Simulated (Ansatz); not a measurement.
Ag₂O⁻. The state is a doublet with charge -1. Geometry PBE-D4/def2-TZVPD.

Cartesian coordinates in Å:
```
Ag 0.810 -0.552 -1.152
Ag -0.552 -0.392 1.353
O -0.258 0.944 -0.201
```

In the def2 sets Ag takes a core potential; there is no spin–orbit coupling. B3LYP takes the VWN-RPA correlation. At PBE-D4/def2-SVPD, B3LYP-D4/def2-TZVPD, PBE0-D4/def2-SVPD, PBE0-D4/def2-TZVPD and others the highest occupied level of the charge -1 doublet lies above zero (up to 0.71 eV). By energy differences its removal costs 1.31 eV (vertical, to the charge 0 singlet, at PBE0-D4/def2-TZVPD). The structure comes from a short search, and lower isomers may exist.

Problem. Estimate the α-spin orbital energies around the gap (eV) in Ansatz with PBE-D4/def2-SVPD, B3LYP-D4/def2-TZVPD, PBE0-D4/def2-SVPD, PBE0-D4/def2-TZVPD, r2SCAN0-D4/def2-TZVPD.

Solution. 
```csv
orbital,PBE-D4/def2-SVPD,B3LYP-D4/def2-TZVPD,PBE0-D4/def2-SVPD,PBE0-D4/def2-TZVPD,r2SCAN0-D4/def2-TZVPD
HOMO−5,-2.18,-3.56,-3.89,-3.85,-4.06
HOMO−4,-2.15,-3.50,-3.82,-3.78,-3.99
HOMO−3,-1.01,-2.06,-2.21,-2.22,-2.46
HOMO−2,-0.44,-1.35,-1.45,-1.45,-1.60
HOMO−1,-0.04,-1.22,-1.32,-1.35,-1.59
HOMO,0.71,0.22,0.22,0.20,0.05
LUMO,1.31,1.67,1.84,1.84,1.75
LUMO+1,3.20,3.63,3.70,3.77,3.86
LUMO+2,3.31,3.71,3.80,3.88,3.98
LUMO+3,4.04,4.52,4.56,4.68,4.91
LUMO+4,4.17,4.55,4.72,4.70,4.95
LUMO+5,4.30,4.79,4.80,4.94,5.21
β HOMO,0.17,-0.93,-1.04,-1.07,-1.24
β LUMO,1.34,1.90,2.25,2.27,2.44
```
